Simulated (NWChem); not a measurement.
Molecule: silicon dioxide molecule (SiO$_{2}$); SMILES O=[Si]=O

```xyz
3

O      0.0000     0.0000    -1.5060
Si     0.0000     0.0000     0.0000
O      0.0000     0.0000     1.5060
```
Atoms are numbered in this order, from 1.

Results from NWChem. Structure relaxed at the PBE0-D3(BJ)/def2-TZVP level. Level: M06-2X/def2-SVP with SMD (1 M gas to 1 M solution), gas-phase geometry. Reactions with the solvent are ignored.

**Question.** Estimate the computed values for solvent cyclohexane. Quantities: solvation free energy (kcal/mol); cavity-dispersion-structure term (kcal/mol).

**Answer.** 
```yaml
solvation free energy (kcal/mol): -3.9
cavity-dispersion-structure term (kcal/mol): -1.2
```
